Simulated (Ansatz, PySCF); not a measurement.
Species: InO, net charge 0, doublet state. SMILES: [O]=[In]
Geometry: optimised at B3LYP-D3(BJ)/def2-TZVP (Ansatz, an electronic-structure program).

Quantity: vertical ionisation energy (to the triplet state of charge +1; each state is the SCF solution reached for its spin; for the doublet the Hartree-Fock reference is unstable and T1 is 0.066), in eV. Correlated levels leave the core frozen unless marked. UHF or UKS for open shells. No spin-orbit coupling. Frozen are the shells of the preceding noble gas and the d and f shells that filled before the atom's block. In def2 rows, elements after Kr have scalar-relativistic effective core potentials. 

```tsv
level	program	vertical ionisation energy (eV)
SVWN5/def2-TZVPD	Ansatz	9.85
PBE/def2-TZVPD	Ansatz	9.43
r2SCAN/def2-TZVPD	Ansatz	9.22
B3LYP/def2-TZVPD	Ansatz	9.34
PBE0/def2-TZVPD	Ansatz	9.10
BHLYP/def2-TZVPD	Ansatz	8.96
CAM-B3LYP/def2-TZVPD	Ansatz	9.29
wB97M-V/def2-TZVPD	Ansatz	9.16
wB97X-V/def2-TZVPD	Ansatz	9.13
CCSD/def2-SVPD	Ansatz	8.88
CCSD/def2-TZVPPD	Ansatz	8.88
CCSD/def2-QZVPPD	Ansatz	8.92
CCSD(T)/def2-SVPD	Ansatz	9.00
CCSD(T)/def2-TZVPPD	Ansatz	9.02
CCSD(T)/def2-QZVPPD	Ansatz	9.07
```

For comparison, minus the highest occupied orbital energy (PySCF): 8.67 eV at M06-2X/def2-TZVPD, 6.48 eV at TPSSh/def2-TZVPD, 8.34 eV at MN15/def2-TZVPD.
